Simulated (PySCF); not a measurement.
UHF on Al⁺ (aluminium, charge +1)

Configuration: [Ne] 3s2, closed-shell 1S. All numbers are calculated (PySCF 2.14, the spin-free X2C one-electron Hamiltonian (Gaussian nucleus), in cc-pVDZ-DK (4s3p1d, 18 functions)).

```json
{
 "Total energy": "-242.103608 hartree",
 "One-electron energy": "-333.4013 hartree",
 "Hartree (Coulomb) energy": "109.2392 hartree",
 "Exchange energy": "-17.9416 hartree",
 "⟨S²⟩": "0.0000",
 "⟨L²⟩": "0.000",
 "Sum of ⟨r⟩": "9.945 bohr",
 "Sum of ⟨r²⟩": "17.37 bohr²",
 "Langevin diamagnetic susceptibility": "-13.8 ×10⁻⁶ cm³/mol",
 "Time after the integrals": "0.06 s of wall time on 1 thread of Neoverse-N1 (shared host)"
}
```

```tsv
shell	electrons	mean orbital energy (hartree)	rms radius, mean of both spins (bohr)
1s	2	-58.93793	0.139
2s	2	-5.23820	0.675
2p	6	-3.52441	0.674
3s	2	-0.65361	2.62
```

Densities and radii are taken from the X2C orbitals without a picture-change correction, which distorts them close to the nucleus.
